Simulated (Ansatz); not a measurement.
A made-up structure of AlSiH3F2, closed shell:

F1  (-0.454, -1.925, 1.262)
Si2  (-0.806, 1.047, -0.592)
F3  (1.537, -1.571, -0.821)
Al4  (0.609, -0.696, 0.463)
H5  (1.631, -0.284, 1.510)
H6  (-0.656, 2.407, -0.212)
H7  (-1.761, 0.672, -1.574)
(Å)

It is relaxed with PBE-D4/def2-SVP and then PBE0-D4/def2-TZVP (Ansatz 0.2.0). Atoms count as bonded within 1.22 times the sum of their covalent radii (H–H: 0.88 Å). The end point is not checked to be a true minimum.

Does its bonding change? (Judge from chemistry; the calculation decides.)

By the calculation: Yes. Formed: F1–Si2; broken: none.

Where it ends: The first stage lowers the energy by 1.99 eV in 18 steps. It ends as AlSiH₃F₂ ([F][AlH]1[F][SiH2]1):
```xyz
7
angstrom
F -0.8569 -0.5851 0.6047
Si -0.6258 0.7960 -0.4894
F 1.3959 -1.9677 -0.6394
Al 1.0863 -0.6384 0.2886
H 1.8639 -0.4133 1.6342
H -1.2114 1.9434 0.2564
H -1.5519 0.5157 -1.6190
```

Labels in which every atom is bracketed show which atoms are joined, not bond orders.

For scale, one of the runs: PBE0-D4/def2-TZVP relaxation, 154 basis functions, launched by `ansatz run in.yaml --threads 2 --pin off --events-out ev --progress --plain --max-ram 4352MiB`. Hardware: 2 CPU threads of an Arm Neoverse V2, shared host. Wall time about 25 s.
